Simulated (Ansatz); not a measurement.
Stepwise reaction of boron trichloride with hydrogen fluoride, as a gas-phase model of exchange steps in deposition or etching. ΔE in kJ/mol; ΔG adds harmonic PBE0-D4 terms to CCSD(T)/CBS, at 1 bar.

Gas-phase electronic energies from Ansatz, PBE0-D4/def2-TZVP geometries. CBS: MP2 limit from def2 TZ/QZ plus the TZ coupled-cluster correction, frozen cores. This one scheme is used for every species. DFT in def2-TZVPP. B3LYP here is the variant with VWN-RPA as its local correlation; programs differ in this.

```json
{"step": "1", "reaction": "`ClB(Cl)Cl` + H–F → `FB(Cl)Cl` + HCl", "PBE-D4": "-52.1", "B3LYP-D4": "-61.6", "ωB97M-V": "-61.4", "CCSD(T)/CBS": "-53.7", "ΔG(400 K)": "-61.6"}
{"step": "2", "reaction": "`FB(Cl)Cl` + H–F → `FB(F)Cl` + HCl", "PBE-D4": "-55.2", "B3LYP-D4": "-65.0", "ωB97M-V": "-64.2", "CCSD(T)/CBS": "-59.4", "ΔG(400 K)": "-63.4"}
{"step": "3", "reaction": "`FB(F)Cl` + H–F → `FB(F)F` + HCl", "PBE-D4": "-55.8", "B3LYP-D4": "-66.0", "ωB97M-V": "-64.3", "CCSD(T)/CBS": "-62.0", "ΔG(400 K)": "-62.1"}
```

(1) By hand: ΔE of the 3 steps together at CCSD(T)/CBS.

## Answers

(1) (-53.7) + (-59.4) + (-62.0) = -175.1 kJ/mol, or -58.4 kJ/mol a step.

In ΔE each step is lower than the one before. All are downhill at CCSD(T)/CBS. ΔG lies between -63.4 and -61.6 kJ/mol a step. PBE-D4 differs from CCSD(T)/CBS by 1.6 to 6.2 kJ/mol a step. Isolated molecules leave out the surface, adducts and barriers. Largest T1 diagnostic: 0.012.
